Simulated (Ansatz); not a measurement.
CrF4, SMILES [Cr+]([F])([F])([F])[F] (connectivity only; charge and spin as stated), charge +1, multiplicity 2.

Geometry optimised at PBE0-D3(BJ)/def2-SVP. The geometry has at least one imaginary mode, so it is a saddle point at that level. The multiplicity is an assumed one; other spin states were not compared.

Two levels are set side by side: PBE/def2-SVPD (Ansatz, a first-principles code) and PBE0/def2-SVPD (Ansatz). Energy differences of separate SCF runs at the same geometry; the states with an electron removed or added have multiplicity 1 and 3. Differences are taken from unrounded values.

```csv
quantity,PBE0,PBE,PBE minus PBE0
vertical ionisation energy (eV),20.50,18.93,-1.57
vertical electron affinity (eV),11.91,10.49,-1.42
```
